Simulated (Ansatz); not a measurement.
Input for Ansatz (a quantum-chemistry and plane-wave program): R-CCSD(T)/cc-pV(T+d)Z on CH7NSi (SMILES CN[SiH3]), a point of a torsion scan. Files ending in .json are basis or fitting sets from the Basis Set Exchange.

Ansatz 0.2 input:
```yaml
crystal:
  periodic: [false, false, false]
  atoms:
    - {symbol: C, position_ang: [-1.34083192, 0.14865847, 0.28945307]}
    - {symbol: N, position_ang: [-0.23547703, -0.15208541, -0.58743307]}
    - {symbol: Si, position_ang: [1.40803845, 0.00311725, -0.10831842]}
    - {symbol: H, position_ang: [-2.23356586, 0.38065889, -0.29542824]}
    - {symbol: H, position_ang: [-1.08466694, 1.01881816, 0.89043626]}
    - {symbol: H, position_ang: [-1.57980246, -0.67710591, 0.97042030]}
    - {symbol: H, position_ang: [-0.46764892, -0.89745981, -1.22675512]}
    - {symbol: H, position_ang: [1.81626735, -0.82676182, 1.03832070]}
    - {symbol: H, position_ang: [2.16198101, -0.38141933, -1.29800595]}
    - {symbol: H, position_ang: [1.58182596, 1.40782799, 0.26497569]}
basis:
  gaussian:
    orbitals: cc-pV_T+d_Z.json
magnetization: {spin_polarized: false}
correlation: {method: ccsd_t, electrons: outside_noble_gas}
scf: {lower_state_search: off}
```

Program output:

```
WARN ansatz: RAYON_NUM_THREADS=1 ignored (pool sized by the plan → 1); use --threads N
Functional definition: HF
these checks for a lower state are left out or cut short: stability, starts, cluster_reference, orbital_swaps, neighbouring_geometries, increment
integrals: 0.78 GiB planned
1111 factors; integrals over basis functions are off by at most 9.5e-4 eV
mean field: 0.51 GiB planned
mean field evaluation 1: about -10484.0673 eV, gradient 3.2e1 eV
mean field evaluation 2: about -10484.2216 eV, gradient 3.2e1 eV
mean field evaluation 4: about -10486.8485 eV, gradient 3.6e0 eV
mean field evaluation 8: about -10486.8902 eV, gradient 1.6e-1 eV
mean field -10486.89029182 eV, -385.3861099548 hartree, gradient 2.8e-6 eV, S^2 0.000000; 0 other end points of the search recorded, 0 dependent functions left out
7 core orbitals not correlated
reference -10486.89029182 eV, -385.3861099548 hartree; 10, 10 occupied and 180, 180 virtual orbitals, 1111 factors
second order -14.26464517 eV of doubles, -0.00000000 eV of singles
coupled cluster: 1.02 GiB planned
cycle   1  -14.94164806 eV  change   -6.8e-1 eV  update   7.7e-2
cycle   2  -15.35107561 eV  change   -4.1e-1 eV  update   2.3e-2
cycle   3  -15.40193205 eV  change   -5.1e-2 eV  update   8.8e-3
cycle   4  -15.39729806 eV  change    4.6e-3 eV  update   2.2e-3
cycle   5  -15.39766540 eV  change   -3.7e-4 eV  update   9.5e-4
cycle   6  -15.39760797 eV  change    5.7e-5 eV  update   2.9e-4
cycle   7  -15.39752120 eV  change    8.7e-5 eV  update   1.0e-4
cycle   8  -15.39754029 eV  change   -1.9e-5 eV  update   4.4e-5
cycle   9  -15.39754002 eV  change    2.7e-7 eV  update   1.5e-5
perturbative correction -0.53539329 eV, -0.0196753405 hartree
Total energy: -10502.82322513 eV, -385.9716344543 hartree
Checks for a lower state left out: stability, starts, cluster_reference, orbital_swaps, neighbouring_geometries, increment
```

The calculation finished and met its thresholds.

Cost: around 100 core-seconds (rough).
